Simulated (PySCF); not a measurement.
Radial density of Mo²⁺ (molybdenum, charge +2)

UHF, [Kr] 4d4, high-spin 5D determinant. Computed with PySCF 2.14 in def2-SVP with the def2 core potential (28 electrons) (5s3p2d1f, 31 functions), with a scalar-relativistic core potential. This is the valence pseudo-density: the core potential removes the inner electrons and smooths the orbitals near the nucleus.

```json
{"r (bohr)": "0.0355", "4πr²ρ (e/bohr)": "1.439e-05", "4πr²(ρα − ρβ)": "0.0000"}
{"r (bohr)": "0.0596", "4πr²ρ (e/bohr)": "3.954e-05", "4πr²(ρα − ρβ)": "0.0000"}
{"r (bohr)": "0.100", "4πr²ρ (e/bohr)": "0.0001070", "4πr²(ρα − ρβ)": "0.0000"}
{"r (bohr)": "0.169", "4πr²ρ (e/bohr)": "0.0005111", "4πr²(ρα − ρβ)": "0.0002"}
{"r (bohr)": "0.284", "4πr²ρ (e/bohr)": "0.01720", "4πr²(ρα − ρβ)": "0.0048"}
{"r (bohr)": "0.477", "4πr²ρ (e/bohr)": "0.6810", "4πr²(ρα − ρβ)": "0.1009"}
{"r (bohr)": "0.803", "4πr²ρ (e/bohr)": "7.615", "4πr²(ρα − ρβ)": "1.1103"}
{"r (bohr)": "1.35", "4πr²ρ (e/bohr)": "9.059", "4πr²(ρα − ρβ)": "2.6962"}
{"r (bohr)": "2.27", "4πr²ρ (e/bohr)": "1.736", "4πr²(ρα − ρβ)": "1.2144"}
{"r (bohr)": "3.82", "4πr²ρ (e/bohr)": "0.08758", "4πr²(ρα − ρβ)": "0.0855"}
{"r (bohr)": "6.43", "4πr²ρ (e/bohr)": "0.0006776", "4πr²(ρα − ρβ)": "0.0007"}
```

Energies and moments cover only the electrons outside the core potential.
